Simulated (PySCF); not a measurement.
VF4, SMILES [F][V+]([F])([F])[F], charge +1, multiplicity 1. The structure is a stationary point at B3LYP-D3(BJ)/def2-SVP. The spin state was assumed, not searched. The isomer is the one that the SMILES or the coordinates give; other isomers of the formula were not compared.

Computed equilibrium geometry at B3LYP-D3(BJ)/def2-SVP (PySCF confirms it by a frequency run) as Cartesian coordinates in Å, and its point group:
point group Td.
```xyz
5

V      0.0000     0.0000     0.0000
F     -0.9486     0.9486    -0.9486
F      0.9486     0.9486     0.9486
F      0.9486    -0.9486    -0.9486
F     -0.9486    -0.9486     0.9486
```
Charge +1, spin multiplicity 1.
